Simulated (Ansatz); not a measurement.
Input for Ansatz (development build ahead of 0.2.0):

```yaml
crystal:
  periodic: [false, false, false]
  atoms:
    - { symbol: H, position_ang: [1.17, 0.0, 0.0] }
    - { symbol: H, position_ang: [0.94655, 0.68771, 0.0] }
    - { symbol: H, position_ang: [0.36155, 1.11274, 0.0] }
    - { symbol: H, position_ang: [-0.36155, 1.11274, 0.0] }
    - { symbol: H, position_ang: [-0.94655, 0.68771, 0.0] }
    - { symbol: H, position_ang: [-1.17, 0.0, 0.0] }
    - { symbol: H, position_ang: [-0.94655, -0.68771, 0.0] }
    - { symbol: H, position_ang: [-0.36155, -1.11274, 0.0] }
    - { symbol: H, position_ang: [0.36155, -1.11274, 0.0] }
    - { symbol: H, position_ang: [0.94655, -0.68771, 0.0] }
basis:
  gaussian: { orbitals: def2-SVP }
hamiltonian:
  xc: hf
correlation:
  method: mp2
  frozen_orbitals: { H: 0 }
output:
  forces: true
```

The input is written out in the form of the current development build from the run's settings.

The run gave:

```
Converged          : yes
Reference energy   : -5.07138 hartree
Correlation energy : -0.19505 hartree
Total energy       : -5.26643 hartree
```

Forces (eV/Å):
```
atom      Fx      Fy     Fz
  H1   5.599   0.000  0.000
  H2   4.530   3.291  0.000
  H3   1.730   5.325  0.000
  H4  -1.730   5.325  0.000
  H5  -4.530   3.291  0.000
  H6  -5.599   0.000  0.000
  H7  -4.530  -3.291  0.000
  H8  -1.730  -5.325  0.000
  H9   1.730  -5.325  0.000
 H10   4.530  -3.291  0.000
```

Caution: no unrestricted run beside it, a lower state can exist.
